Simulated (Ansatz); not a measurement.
Gas-phase electronic energies from Ansatz, PBE0-D4/def2-TZVP geometries. CCSD(T)/CBS is the MP2 limit (def2-TZVPP, def2-QZVPP) plus CCSD(T) − MP2 in def2-TZVPP, frozen cores. This one scheme is used for every species. Functionals use def2-TZVPP. One conformer a species, not always the lowest.

Reaction (ligand exchange at the Si–N bond): `B[SiH2]N[SiH3]` + H–F → `B[SiH2]F` + `N[SiH3]`

CCSD(T)/CBS gives -70.2 kJ/mol.

(1) Another level gave -78.6 kJ/mol. Which?
A. r2SCANh/def2-TZVPP
B. PBE-QIDH/def2-TZVPP
C. revPBE-D4/def2-TZVPP
D. BLYP/def2-TZVPP

Largest T1 diagnostic among the species: 0.012.

Results:

(1) A. r2SCANh -78.6, PBE-QIDH -71.1, BLYP -89.9, revPBE-D4 -64.5 kJ/mol.

Leaving LDA and LC-ωPBE aside and taking each functional with its dispersion term where it has one, the values, not all of them listed here, spread over 17.2 kJ/mol, from B97M-V to revPBE-D4. LDA lies +7.9 kJ/mol from PBE without D4. In def2-TZVPP, CCSD(T) changes the Hartree–Fock value by +21.8 kJ/mol (the triples alone add +3.1 kJ/mol) and MP2 by +23.7 kJ/mol.
